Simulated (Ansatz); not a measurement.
Geometry optimisation, RKS PBE-D4/def2-SVP in Ansatz 0.2.0.

Input file:

```yaml
crystal:
  periodic: [false, false, false]
  atoms:
    - { symbol: "N", position_ang: [-1.4652, 0.09, 1.1348] }
    - { symbol: C, position_ang: [-0.4168, -0.3086, 0.3315] }
    - { symbol: "N", position_ang: [0.2819, 0.5599, -0.3156] }
    - { symbol: B, position_ang: [1.579, 0.1639, -1.1674] }
    - { symbol: F, position_ang: [2.2781, 1.1592, -1.8628] }
    - { symbol: H, position_ang: [-0.24989, 1.41615, -0.05942] }
    - { symbol: H, position_ang: [-2.0731, -0.5591, 1.6378] }
    - { symbol: H, position_ang: [-0.1598, -1.3505, 0.2654] }
    - { symbol: H, position_ang: [1.8079, -0.9678, -1.2384] }
basis:
  gaussian: { orbitals: def2-SVP }
hamiltonian:
  xc: pbe
  dispersion: d4
relax:
  f_tol: 0.02
  max_steps: 50
```

Launched with:

```bash
$ ansatz run input.yaml --threads 2 --pin off --max-ram 3072MiB --backend cpu --events-out ev --progress --plain --runs-dir out
```

Question: Where does it end, and by what steps?

Answer: It converged. After 8 steps the energy has fallen by 1.482 eV; H6 moved furthest, 0.35 Å.

| step | energy less start (eV) | largest force component (eV/Å) | accepted |
| --- | --- | --- | --- |
| 0 | 0.0000 | 6.206 | yes |
| 1 | -1.0811 | 2.960 | yes |
| 2 | -1.2636 | 2.564 | yes |
| 3 | -1.4038 | 0.813 | yes |
| 4 | -1.4337 | 0.995 | yes |
| 5 | -1.4649 | 0.878 | yes |
| 6 | -1.4784 | 0.305 | yes |
| 7 | -1.4813 | 0.061 | yes |
| 8 | -1.4815 | 0.009 | yes |

```xyz
9
Properties=species:S:1:pos:R:3
N -1.481 0.116 1.090
C -0.490 -0.319 0.406
N 0.317 0.551 -0.321
B 1.437 0.190 -1.112
F 2.113 1.153 -1.754
H 0.024 1.533 -0.237
H -1.957 -0.671 1.556
H -0.168 -1.380 0.312
H 1.786 -0.970 -1.213
```

The run took 12 s on 2 threads of Intel(R) Xeon(R) Platinum 8375C CPU @ 2.90GHz (Ice Lake), on a shared host, peak memory 0.16 GiB.
